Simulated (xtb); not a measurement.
FH₆NOSi₂, SMILES F[SiH2]O[SiH2]N. All values are semi-empirical tight-binding results from xtb (GFN2-xTB unless named), good for trends rather than for accurate numbers. The structure is a stationary point at GFN2-xTB. The structure was generated by enumeration, and PubChem lists no compound with its InChIKey, so it may never have been made. The values are those of a single conformer.

Optimised geometry:

```xyz
11

Si     1.2944    -0.8024     0.6458
F      2.5097     0.0857     0.0814
O     -0.0650    -0.1889     0.0724
Si    -1.2111     0.8948    -0.3307
N     -2.5686    -0.0826    -0.7232
H      1.3511    -0.6640     2.0885
H      1.4486    -2.1213     0.0625
H     -0.6341     1.7005    -1.4098
H     -1.5639     1.6758     0.8500
H     -2.4255    -0.9277    -1.2529
H     -3.4281     0.3610    -0.9984
```

Problem. Estimate the properties. (Estimate from the structure and the level; the computed values follow.)

Solution. 
```yaml
orbital_gap: 5.62 eV
dipole_moment: 2.44 D
zero_point_energy: 40.9 kcal/mol
G − E(el) at 298.15 K (modified RRHO): 19.6 kcal/mol
static polarisability (D4 model): 75.9 bohr³
solvation energy, GFN2-xTB/ALPB(water): -1.6 kcal/mol
solvation energy, GFN2-xTB/ALPB(ether): -3.8 kcal/mol
```

Problem. Give the atomic charges and the Wiberg bond orders between heavy atoms. (An estimate is asked for; the answer gives what the named calculation found.)

Solution. charges (e) Si1 0.59, F2 -0.28, O3 -0.44, Si4 0.54, N5 -0.40, H6 -0.07, H7 -0.07, H8 -0.08, H9 -0.09, H10 0.16, H11 0.15. Bond orders Si1–F2 1.07, Si1–O3 1.17, O3–Si4 1.01, Si4–N5 1.16.
